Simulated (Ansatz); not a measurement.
```csv
atom,x (Å),y (Å),z (Å)
H,-0.0046,-0.0658,-1.5099
C,-0.0280,-0.1393,-0.4778
C,0.0226,0.0452,0.8875
```

Basis set: aug-cc-pVDZ (spherical functions). Frozen core: 2 orbitals. Charge 0, multiplicity 2.

Computed with Ansatz (development build ahead of 0.2.0); each method stands on the lowest determinant of its kind that the runs found.

The atomization energy at this shape (free ground-state atoms in the same class of orbitals less the molecule, no zero-point energy) of doublet C₂H:

| method | atomization energy |
| --- | --- |
| UHF | 688.8 kJ/mol |

Question: What does UHF-MP2 give?

Answer: 930.1 kJ/mol. Caution: the shape is not the minimum; the unrestricted determinant is spin contaminated.
